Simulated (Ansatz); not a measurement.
Reactions of C3H9FTi (`[CH3][Ti]([CH3])([CH3])[F]`).

Calculated with Ansatz (gas phase, PBE0-D4/def2-TZVP geometries, no zero-point term in ΔE). CCSD(T)/CBS adds triple-zeta CCSD(T) − MP2 to the extrapolated MP2 energy (def2 sets, frozen cores). This one scheme is used for every species. DFT in def2-TZVPP. def2 core potentials past Kr. For Sn, Ti outer-core shells are correlated without core-valence functions, which leaves a few kJ/mol of doubt a bond. Scalar relativity is left out up to krypton. Each species was taken in one conformer, which may not be the lowest.

```json
{"reaction": "`[CH3][Ti]([CH3])([CH3])[F]` + H–F → `[CH3][Ti]([CH3])([F])[F]` + CH₄", "CCSD(T)/CBS(def2) (eV)": "-2.29"}
{"reaction": "`[CH3][Ti]([CH3])([CH3])[F]` + `C[SiH](F)[SnH3]` → `[CH3][Ti]([CH3])([F])[F]` + `C[SiH](C)[SnH3]`", "CCSD(T)/CBS(def2) (eV)": "?"}
{"reaction": "`[CH3][Ti]([CH3])([CH3])[F]` + `OC[SiH](F)F` → `[CH3][Ti]([CH3])([F])[F]` + `C[SiH](F)CO`", "CCSD(T)/CBS(def2) (eV)": "-0.76"}
{"reaction": "`[CH3][Ti]([CH3])([CH3])[F]` + `CC1=CC(C)=[O+][B-](O)(F)O1` → `CC1=CC(C)=[O+][Ti-]([CH3])([CH3])([CH3])[O]1` + `OB(F)F`", "CCSD(T)/CBS(def2) (eV)": "-0.22"}
{"reaction": "`[CH3][Ti]([CH3])([CH3])[F]` + CH₄ → `[CH3][Ti]([CH3])([CH3])[CH3]` + H–F", "CCSD(T)/CBS(def2) (eV)": "2.41"}
```

(1) Fill in the missing values. (An estimate is asked.)

Largest T1 diagnostic: 0.021, for `[CH3][Ti]([CH3])([F])[F]`.

## Answers

(1) The calculation gave: `[CH3][Ti]([CH3])([CH3])[F]` + `C[SiH](F)[SnH3]` → `[CH3][Ti]([CH3])([F])[F]` + `C[SiH](C)[SnH3]`: -0.93 eV.
